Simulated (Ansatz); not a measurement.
`N[SiH](O)[SiH3]` → `[OH]`• + `N[SiH][SiH3]`•  (homolysis of the O–Si bond)

Program: Ansatz. Geometries: PBE0-D4/def2-TZVP. ΔE: electronic, gas phase. CBS: MP2 limit from def2 TZ/QZ plus the TZ coupled-cluster correction, frozen cores. This one scheme is used for every species. DFT in def2-TZVPP. B3LYP here is the variant with VWN-RPA as its local correlation; programs differ in this. HSE06 is defined as in plane-wave codes. No spin–orbit coupling; open shells (•) take unrestricted orbitals. One conformer a species, not always the lowest.

```csv
level,ΔE (kJ/mol),difference from CCSD(T)/CBS
LDA (SPW92),597.0,56.6
PBE-D4,515.9,-24.5
revPBE-D4,496.5,-43.9
BLYP-D4,506.8,-33.6
r2SCAN-D4,508.7,-31.7
B97M-V,517.1,-23.3
B3LYP-D4,512.0,-28.4
r2SCANh-D4,506.2,-34.2
r2SCAN0-D4,502.5,-37.9
HSE06-D4,511.0,-29.4
BHLYP-D4,503.7,-36.7
CAM-B3LYP-D4,526.6,-13.8
ωB97X-V,531.0,-9.4
ωB97M-V,536.1,-4.3
B2PLYP,522.3,-18.1
PBE-QIDH,527.2,-13.2
PBE,511.6,-28.8
revPBE,484.4,-56.0
BLYP,497.6,-42.8
r2SCAN,507.5,-32.9
PBE0,507.2,-33.2
r2SCANh,504.9,-35.5
r2SCAN0,501.1,-39.3
HSE06,507.5,-32.9
CAM-B3LYP,522.8,-17.6
LC-ωPBE,520.4,-20.0
RPA@PBE/def2-TZVPP,491.7,-48.7
MP2/def2-SVP,521.7,-18.7
CCSD/def2-SVP,486.3,-54.1
CCSD(T)/def2-SVP,490.9,-49.5
HF/def2-TZVPP,399.2,-141.2
MP2/def2-TZVPP,558.4,18.0
CCSD/def2-TZVPP,515.8,-24.6
CCSD(T)/def2-TZVPP,524.5,-15.9
HF/def2-QZVPP,399.9,-140.5
MP2/def2-QZVPP,567.8,27.4
SCS-MP2/def2-QZVPP,555.6,15.2
HF/CBS(def2),399.9,-140.5
MP2/CBS(def2),574.4,34.0
CCSD/CBS(def2),531.8,-8.6
CCSD(T)/CBS,540.4,0
```

Question: What do rigid-rotor, harmonic-oscillator terms from PBE0-D4/def2-TZVP frequencies (298.15 K, 1 bar) make of the CCSD(T)/CBS value? (An estimate is asked.)

Answer: Computed: ΔZPE = -17.5 kJ/mol, ΔH = +527.2 kJ/mol, ΔS = 151 J/(mol·K), ΔG = +482.3 kJ/mol. Open shells count their whole term as degenerate.

Largest T1 diagnostic among the species: 0.016.

The D4 term adds +6.8 kJ/mol with B3LYP and +3.7 kJ/mol with PBE0; it sums over pairs of atoms, weighted by their polarisabilities, and B3LYP, whose exchange is more repulsive, gets the larger term. Leaving LDA and LC-ωPBE aside and taking each functional with its dispersion term where it has one, the values spread over 39.6 kJ/mol, from revPBE-D4 to ωB97M-V. LDA lies +85.4 kJ/mol from PBE without D4, its usual overbinding. From r2SCAN to r2SCAN0 (25 % exact exchange), in def2-TZVPP and without D4, ΔE moves by −6.5 kJ/mol: exact exchange takes away binding that semilocal exchange gives to molecules.

CCSD(T)/CBS has its own doubt, a few kJ/mol and more with outer-core shells, so smaller differences from it don't rank the levels.
